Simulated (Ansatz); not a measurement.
Ansatz (an electronic-structure program) input (PBE0/def2-SVP):

Ansatz 0.2 input:
```yaml
crystal:
  periodic: [false, false, false]
  atoms:
    - {symbol: Si, position_ang: [-0.02164825, -0.00523638, 0.05757037]}
    - {symbol: C, position_ang: [1.56108989, -0.87300575, -0.43895432]}
    - {symbol: C, position_ang: [-1.19908335, 0.25648086, -1.37413183]}
    - {symbol: N, position_ang: [-0.84642642, -1.14231206, 1.11856558]}
    - {symbol: N, position_ang: [0.40551293, 1.54908647, 0.67408215]}
    - {symbol: H, position_ang: [2.23857305, -0.98149458, 0.41095356]}
    - {symbol: H, position_ang: [2.07680459, -0.30050842, -1.21247200]}
    - {symbol: H, position_ang: [1.34908643, -1.87150409, -0.82299178]}
    - {symbol: H, position_ang: [-2.09670675, 0.79253916, -1.05788763]}
    - {symbol: H, position_ang: [-1.51477133, -0.69958888, -1.79329876]}
    - {symbol: H, position_ang: [-0.71357731, 0.84133983, -2.15788454]}
    - {symbol: H, position_ang: [-1.03180376, -0.81000233, 2.06706249]}
    - {symbol: H, position_ang: [-0.27944324, 2.27763336, 0.79645004]}
    - {symbol: H, position_ang: [1.18926899, 1.67662370, 1.29406614]}
basis:
  gaussian:
    orbitals: def2-SVP
hamiltonian:
  xc: {name: PBE0}
magnetization: {spin_polarized: true, initial_magnetization: 1}
```

End of the output:

```
integrals: 0.09 GiB planned
1217 factors; integrals over basis functions are off by at most 1.3e-3 eV
mean field: 0.87 GiB planned
mean field evaluation 1: about -13050.4787 eV, gradient 5.3e1 eV
mean field evaluation 2: about -13047.4892 eV, gradient 5.7e1 eV
mean field evaluation 4: about -13062.5235 eV, gradient 2.1e0 eV
mean field evaluation 8: about -13062.7248 eV, gradient 1.1e-1 eV
mean field evaluation 16: about -13062.7248 eV, gradient 9.2e-5 eV
mean field -13062.72483869 eV, -480.0462835891 hartree, gradient 3.7e-5 eV, S^2 0.753492; 1 other end points of the search recorded, 0 dependent functions left out
reference -13062.72486883 eV, -480.0462846966 hartree; 25, 24 occupied and 94, 95 virtual orbitals, 1217 factors
Total energy: -13062.72486883 eV, -480.0462846966 hartree
```

It need not be the lowest isomer of its formula.
